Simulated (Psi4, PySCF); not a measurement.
Cu2 (SMILES [Cu][Cu]), singlet, geometry from GFN2-xTB (such geometries of metal compounds can be far from the true shape). Base run: HF/6-31G, TDA in PySCF.

The PySCF input:
```python
from pyscf import gto, scf, tdscf

mol = gto.Mole()
mol.atom = '''
    Cu   -0.00000000   -0.00000000   -1.11239381
    Cu    0.00000000    0.00000000    1.11239381
'''
mol.basis = '6-31g'
mol.verbose = 4
mol.build()

mf = scf.RHF(mol)
mf.kernel()
td = mf.TDA()
td.nstates = 5
td.kernel()
td.analyze()
```

Programs used: Psi4, PySCF; a row that names a program was run with it.

The base run was repeated with changes; each row names its change, and settings that it needs were set with it.

```csv
change,first excitation (eV),oscillator strength of the first,second (eV)
base,2.78,0.443,3.00
functional = wb97x,___,0.000,___
code = psi4,2.78,0.443,3.00
nstates = 2,2.78,0.443,3.43
functional = lc_wpbe,0.40,0.000,0.40
conv_tol = 1e-3,2.78,0.443,3.00
functional = m062x,1.28,0.003,1.28
functional = b3lyp,0.42,0.000,0.42
functional = camb3lyp,___,0.000,___
states = triplets,1.25,-,1.96
nstates = 10,2.78,0.443,3.00
```

Problem. What belongs in the gaps?

Solution. 
- functional = wb97x, first excitation (eV): 0.57
- functional = wb97x, second (eV): 0.57
- functional = camb3lyp, first excitation (eV): 0.48
- functional = camb3lyp, second (eV): 0.48

An iterative solver can miss low states, so a row lists the states that it found.
